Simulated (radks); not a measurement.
Species: Re4+. Configuration: [Xe] 4f14 5d2.75 6p0.25 (fractional occupations, a model configuration). Calculated with a radial shooting solver on a logarithmic mesh with Libxc functionals: scalar-relativistic Kohn-Sham, PBEsol, spin-polarised, spherical densities, finite nucleus; open shells are filled with parallel spins first (spin-orbit coupling, left out, can overturn this in heavy ions); Fermi nuclear charge, rms radius 5.3698 fm.

Local quantities along the radius. ELF = 1/(1 + alpha^2) is the electron localisation function; alpha = (tau - tau_W)/tau_unif compares the Pauli kinetic energy density with that of the uniform gas (summed over spins); -r V(r) is the screened charge that the Kohn-Sham potential of spin up presents (atomic units); s = |grad rho|/(2 (3 pi^2)^(1/3) rho^(4/3)) is the reduced gradient; r v_xc is r times the local exchange-correlation potential of spin up (hartree bohr). tau is taken from the large components.

| r (bohr) | ELF | alpha | -r V(r) | s | r v_xc |
|---|---|---|---|---|---|
| 0.001925 | 0.999 | 0.02842 | 74.12 | 0.6727 | -0.1697 |
| 0.002589 | 0.999 | 0.03337 | 73.81 | 0.6217 | -0.2062 |
| 0.003508 | 0.998 | 0.04188 | 73.37 | 0.5928 | -0.2517 |
| 0.004717 | 0.997 | 0.05645 | 72.81 | 0.5858 | -0.3031 |
| 0.006393 | 0.993 | 0.08481 | 72.05 | 0.6003 | -0.3608 |
| 0.008595 | 0.980 | 0.1423 | 71.08 | 0.6359 | -0.4171 |
| 0.01165 | 0.928 | 0.2785 | 69.81 | 0.6896 | -0.4679 |
| 0.01579 | 0.731 | 0.6067 | 68.17 | 0.7278 | -0.5043 |
| 0.02122 | 0.418 | 1.180 | 66.15 | 0.6517 | -0.5295 |
| 0.02876 | 0.346 | 1.374 | 63.59 | 0.4091 | -0.5848 |
| 0.03867 | 0.567 | 0.8747 | 60.57 | 0.2804 | -0.7126 |
| 0.05241 | 0.740 | 0.5925 | 56.82 | 0.3544 | -0.8439 |
| 0.07103 | 0.614 | 0.7929 | 52.38 | 0.4758 | -0.8985 |
| 0.0955 | 0.350 | 1.363 | 47.41 | 0.3827 | -0.9091 |
| 0.1294 | 0.538 | 0.9267 | 41.80 | 0.2107 | -1.076 |
| 0.174 | 0.722 | 0.6203 | 35.92 | 0.3626 | -1.217 |
| 0.2358 | 0.399 | 1.228 | 29.67 | 0.5179 | -1.134 |
| 0.3196 | 0.379 | 1.279 | 23.49 | 0.1751 | -1.213 |
| 0.4297 | 0.707 | 0.6433 | 17.81 | 0.2743 | -1.434 |
| 0.5824 | 0.575 | 0.8600 | 12.97 | 0.5211 | -1.367 |
| 0.783 | 0.340 | 1.393 | 9.550 | 0.5513 | -1.190 |
| 1.061 | 0.547 | 0.9094 | 7.271 | 0.5211 | -1.204 |
| 1.427 | 0.600 | 0.8165 | 5.906 | 0.8318 | -1.134 |
| 1.934 | 0.297 | 1.539 | 5.113 | 1.440 | -0.8950 |
| 2.621 | 0.084 | 3.312 | 4.655 | 2.360 | -0.6059 |
| 3.523 | 0.029 | 5.764 | 4.427 | 4.115 | -0.4194 |
| 4.775 | 0.006 | 12.41 | 4.320 | 10.58 | -0.3194 |
| 6.42 | 0.000 | 68.39 | 4.134 | 42.47 | -0.1342 |

On this mesh the ELF has minima near r = 0.025, 0.096, 0.27, 0.78 bohr, which separate the shells, and maxima near 0.052 (0.74), 0.17 (0.72), 0.43 (0.71), 1.2 (0.63).
